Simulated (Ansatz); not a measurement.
`[Cu][I]`. Total charge 0; spin multiplicity 1. I: def2 effective core potential.

```xyz
2

Cu    0.521   -1.067    0.032
I    -0.521    1.067   -0.032
```

Question: What are the harmonic wavenumbers in cm⁻¹ at PBE0-D4/def2-TZVP (Ansatz, finite differences of forces, unscaled)? (Best estimate.)

Answer: Computed: 254.

Question: Is this a minimum?

Answer: Yes, all 1 modes are real.

Question: Give the ideal-gas thermochemistry at 298.15 K and 1 bar (rigid rotor, harmonic oscillator; point group C∞v, symmetry number 1).

Answer: Zero-point energy 1.5 kJ/mol; H(298) − E = 11.5 kJ/mol; entropy 256.2 J/(mol·K), of which translation 174.3, rotation 74.7, vibration 7.1; G(298) − E = -64.9 kJ/mol.

Question: Rotational constants (cm⁻¹)?

Answer: 0.07053.
